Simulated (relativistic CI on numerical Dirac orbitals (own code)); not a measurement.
Hyperfine structure of Zr36+, mass number 91

Calculated at this level of theory: Dirac-Coulomb-Breit CI, separate exchange-only KLI orbitals for each configuration, model QED (radiative potential, 1s self-energy scaled to tabulated hydrogen-like ionisation energies), unscaled Slater integrals (own radial code, finite nucleus).

Configurations in the expansion (outside the closed core 1s2): 2s², 2s2p, 2p², 2p3s, 2p3p, 2s3s, 2s3p, 2s3d, 2s4s, 2s4p, 2s4d, 2s4f, 3s², 3s3p, 3p². Levels of other configurations are missing.

Nuclear spin I = 5/2, μ = -1.3022 μN, Q = -0.176 b (tables of Stone and Pyykkö). The electronic factors are computed for point nuclear moments, without core polarisation or the Bohr-Weisskopf and QED corrections.

```tsv
Level	E (Ry)	A (GHz)	B (GHz)
2s2p ³P°1	6.215	-704.5	12.3
2s2p ³P°2	12.525	-336.7	-40.4
2s2p ¹P°1	16.200	152.6	-32.5
2p² ³P1	20.978	12.55	-20.1
2p² ¹D2	21.848	-134.6	-26.7
2p² ³P2	28.842	-66.97	-13.3
2s3s ³S1	206.867	-744.4	0.0235
2s3p ³P°1	209.497	-631.9	0.029
```

Levels with J = 0, under 50 % of one LS term, or S terms without an open s electron are left out. Small factors come from cancelling terms and can be off by tens of per cent or more.

At this charge energies of transitions that change n are usually good to better than 1 %, and those within a shell (Δn = 0) to a few per cent.

Task: Give the hyperfine levels of 2s2p ³P°1 relative to its centre of gravity.

Result: With K = F(F + 1) − I(I + 1) − J(J + 1), E = AK/2 + B[¾K(K + 1) − I(I + 1)J(J + 1)]/[2I(2I − 1)J(2J − 1)]: F = 3/2: 2474, F = 5/2: 694.6, F = 7/2: -1758 GHz.

LS names give the leading component of a level, which can be under half, so a name can repeat, a term be missing and a line seem to break the LS rules.
